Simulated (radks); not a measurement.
Cu4+, configuration [Ar] 3d7. Method: scalar-relativistic Kohn-Sham, PBE, spin-unpolarised, spherical densities, finite nucleus; Fermi nuclear charge, rms radius 3.8823 fm; computed with a radial shooting solver on a logarithmic mesh with Libxc functionals.

Local quantities along the radius. ELF = 1/(1 + alpha^2) is the electron localisation function; alpha = (tau - tau_W)/tau_unif compares the Pauli kinetic energy density with that of the uniform gas. tau is taken from the large components.

```
   r/bohr * ELF (the largest magnitude, 1, reaches the edge; | marks zero)
 0.001731 |                                                      *
 0.001952 |                                                      *
   0.0022 |                                                      *
 0.002461 |                                                      *
 0.002775 |                                                      *
 0.003129 |                                                      *
 0.003528 |                                                      *
 0.003946 |                                                      *
 0.004449 |                                                      *
 0.005016 |                                                      *
 0.005656 |                                                      *
 0.006377 |                                                      *
 0.007132 |                                                      *
 0.008042 |                                                      *
 0.009067 |                                                      *
  0.01022 |                                                      *
  0.01143 |                                                      *
  0.01289 |                                                      *
  0.01454 |                                                      *
  0.01639 |                                                      *
  0.01848 |                                                      *
  0.02067 |                                                      *
   0.0233 |                                                      *
  0.02628 |                                                     *
  0.02963 |                                                     *
  0.03314 |                                                    *
  0.03736 |                                                   *
  0.04212 |                                                *
   0.0475 |                                           *
  0.05355 |                                   *
   0.0599 |                           *
  0.06753 |                   *
  0.07614 |               *
  0.08585 |               *
  0.09603 |                 *
   0.1083 |                       *
   0.1221 |                               *
   0.1376 |                                     *
   0.1552 |                                         *
   0.1736 |                                           *
   0.1957 |                                           *
   0.2207 |                                         *
   0.2488 |                                  *
   0.2783 |                       *
   0.3138 |             *
   0.3538 |          *
   0.3989 |            *
   0.4497 |                     *
    0.503 |                               *
   0.5672 |                                      *
   0.6395 |                                         *
    0.721 |                                          *
   0.8064 |                                         *
   0.9093 |                                      *
    1.025 |                                *
    1.156 |                        *
    1.303 |               *
    1.458 |        *
    1.644 |   *
    1.853 | *
    2.089 |*
    2.337 *
    2.635 *
    2.971 *
```

On this mesh the ELF has minima near r = 0.086, 0.35 bohr, which separate the shells, and maxima near 0.20 (0.81), 0.72 (0.78).
